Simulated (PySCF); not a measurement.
A structure optimised at PBE0-D3(BJ)/def2-TZVPD, used in a PySCF frequency run:

```
Mg
F 1 1.7001
```
Charge +1, spin multiplicity 1.

Write its SMILES, formula and point group.

[F][Mg+], FMg, C∞v

What are its rotational constants (standard atomic weights)?

16.398 GHz (linear rotor, B only)
